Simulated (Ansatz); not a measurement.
Other settings, tried on the cluster Hg₃.

```yaml
crystal:
  periodic: [false, false, false]
  atoms:
    - {symbol: Hg, position_ang: [-1.385441, 0.298762, -1.319163]}
    - {symbol: Hg, position_ang: [0.740111, 1.495410, 0.982330]}
    - {symbol: Hg, position_ang: [0.645330, -1.794171, 0.336833]}
basis:
  gaussian: {orbitals: def2-SVP}
hamiltonian: {xc: {name: wB97X-V}}
scf: {omitted_lower_state_checks: [starts]}
output: {forces: true}
```

```sh
$ ansatz run in.yaml --threads 4 --pin off --events-out ev --progress --plain --max-ram 3916MiB
```

Output, abridged:

```
Functional definition: wB97X-V
978 factors; integrals over basis functions are off by at most 6.0e-4 eV
237 factors; integrals over basis functions are off by at most 8.4e-6 eV
mean field evaluation 1: about -12528.5601 eV, gradient 3.6e0 eV
mean field evaluation 2: about -12528.5995 eV, gradient 2.9e0 eV
mean field evaluation 4: about -12528.6119 eV, gradient 5.3e-1 eV
mean field evaluation 8: about -12528.6554 eV, gradient 1.2e-2 eV
mean field evaluation 16: about -12528.6554 eV, gradient 2.1e-5 eV
mean field -12528.65543478 eV, -460.4195950007 hartree, gradient 2.1e-5 eV, S^2 0.000000; 0 other end points of the search recorded, 0 dependent functions left out
reference -12528.65543307 eV, -460.4195949376 hartree; 30, 30 occupied and 66, 66 virtual orbitals, 978 factors
Total energy: -12528.65543307 eV, -460.4195949376 hartree
Atom 0 at    -1.385441     0.298762    -1.319163 Å, force    -0.167521     0.036130    -0.159506 eV/Å
Atom 1 at     0.740111     1.495410     0.982330 Å, force     0.089482     0.180631     0.118739 eV/Å
Atom 2 at     0.645330    -1.794171     0.336833 Å, force     0.078038    -0.216761     0.040767 eV/Å
Dipole moment:     0.000001    -0.000000     0.000001 e Å
Checks for a lower state left out: starts
```

It took 4.5 s on 4 threads of Arm Neoverse V2 on a shared host.

In the def2 sets Hg takes a core potential; there is no spin–orbit coupling.
